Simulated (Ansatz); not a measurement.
Consider the cleavage of the Ge–Si bond: `O[SiH]([SiH3])[GeH3]` + `OCS` → `OC[S][GeH3]` + `O[SiH2][SiH3]`.

Isolated molecules relaxed with PBE0-D4/def2-TZVP in Ansatz; ΔE leaves out vibrations. CCSD(T)/CBS adds triple-zeta CCSD(T) − MP2 to the extrapolated MP2 energy (def2 sets, frozen cores). DFT in def2-TZVPP. B3LYP here is the variant with VWN-RPA as its local correlation; programs differ in this. For Ge outer-core shells are correlated without core-valence functions, which leaves a few kJ/mol of doubt a bond. Scalar relativity is left out up to krypton. One conformer a species, not always the lowest.

`O[SiH]([SiH3])[GeH3]`:

Cartesian coordinates in Å:
```
O 1.129 0.964 1.523
Si 0.483 -0.230 0.570
Si -1.819 -0.256 0.975
Ge 0.928 0.140 -1.748
H 2.076 1.104 1.473
H 1.066 -1.563 0.915
H -2.424 -1.334 0.145
H -2.429 1.043 0.586
H -2.120 -0.526 2.407
H 2.440 0.323 -1.992
H 0.213 1.399 -2.268
H 0.456 -1.063 -2.585
```

`OCS`:

Cartesian coordinates in Å:
```
O -0.966 -0.679 0.389
C -0.035 0.342 0.131
S 0.635 0.179 -1.525
H -1.273 -0.582 1.296
H -0.499 1.336 0.142
H 0.786 0.335 0.855
H 1.352 -0.931 -1.287
```

`OC[S][GeH3]`:

```xyz
10

O    -0.325    1.446   -1.502
C    -1.010    0.346   -0.994
S    -1.137    0.290    0.831
Ge    0.800   -0.674    1.303
H     0.582    1.427   -1.183
H    -2.038    0.425   -1.348
H    -0.594   -0.605   -1.344
H     0.916   -0.719    2.830
H     1.960    0.152    0.709
H     0.846   -2.088    0.698
```

`O[SiH2][SiH3]`:

Z-matrix (Å, degrees):
```
Si
Si 1 2.347
O 1 1.654 2 112.4
H 1 1.484 2 110.6 3 117.6
H 1 1.493 2 108.5 3 -123.5
H 2 1.489 1 110.0 3 177.8
H 2 1.491 1 110.1 3 58.6
H 2 1.488 1 111.4 3 -61.5
H 3 0.958 1 117.6 2 -58.8
```

**Question.** Is it downhill or uphill in electronic energy at CCSD(T)/CBS, and by how much? (An estimate is asked.)

**Answer.** Computed: Downhill: ΔE = -7.5 kcal/mol.

**Question.** What do these levels give: r2SCAN-D4, PBE0-D4, B3LYP-D4, ωB97X-V, B3LYP, CCSD/CBS(def2)? (An estimate is asked.)

**Answer.** Ansatz gave: r2SCAN-D4 -7.8, PBE0-D4 -6.7, B3LYP-D4 -7.5, ωB97X-V -7.6, B3LYP -7.6, CCSD/CBS(def2) -7.3 kcal/mol.

Largest T1 diagnostic among the species: 0.013.

In def2-TZVPP, CCSD(T) changes the Hartree–Fock value by +2.1 kcal/mol (the triples alone add −0.2 kcal/mol) and MP2 by +0.8 kcal/mol.
